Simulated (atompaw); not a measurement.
# hafnium: PAW (atompaw) pseudisation with PBE, scalar-relativistic reference atom.

Hf, PAW, made with atompaw 4.2.0.5 (PBE, scalar-relativistic). Core [Kr] 4d10 4f14 5s2, reference 5p6 5d2 6s2 6p0. Waves: 6s (bound): rc 3.00 bohr; 6s channel at 4.85 Ry: rc 3.00 bohr; 5p (bound): rc 2.00 bohr; 6p (bound, empty): rc 3.00 bohr; 5d (bound): rc 3.00 bohr; 5d channel at 2.7 Ry: rc 3.00 bohr. Local part: bessel scheme, radius 2.65 bohr. Core correction: smooth core density matched at 2.90 bohr. Augmentation charge: besselshape compensation charge, radius 2.45 bohr; PAW radius 3.00 bohr; waves and projectors: custom rrkj gramschmidtortho.

Poles of the logarithmic derivatives, all-electron (AE) and pseudo (PS). s: poles at -4.9, 1.4 (AE) and 1.3 (PS) Ry. p: poles at -2.6, 2.7 (AE) and -2.6, 2.5 (PS) Ry. d: poles at 0.3, 5.0 (AE) and 0.3 (PS) Ry. Test radius 3.00 bohr.

* Cutoffs needed: 21 Ry and 35 Ry (the cutoffs (Ry, on a coarse ladder) from which the occupation-weighted sum of valence levels, in a spherical-Bessel basis at the reference potential, stays within 10 and 1 mRy of its value at 400 Ry)
* Ghost test: no extra level below or beside the all-electron valence levels (s, p, d, f tested) (spherical-Bessel basis up to 400 Ry, 20 bohr box)
* Lowest eigenvalue of the overlap operator: 0.06 (s channel)
* Overlap eigenvalues printed by atompaw (projector basis): 0.00522, 0.614, 0.829, 0.9, 20.7, 73.2
* Share of each valence orbital outside the PAW sphere: 6s 60 %, 5p 1 %, 6p 88 %, 5d 27 %
